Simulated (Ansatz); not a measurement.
Ansatz (a first-principles code) input (MP2/6-31G*):

Ansatz 0.2 input:
```yaml
crystal:
  periodic: [false, false, false]
  atoms:
    - {symbol: Se, position_ang: [-0.00000000, -0.00000000, -0.04223725]}
    - {symbol: H, position_ang: [0.00000000, 0.00000000, 1.43606650]}
basis:
  gaussian:
    orbitals: 6-31G*
total_charge: -1
magnetization: {spin_polarized: false}
correlation: {method: mp2, electrons: outside_noble_gas}
```

Problem. Predict the final energy.

Solution. -2400.25214 Eh.
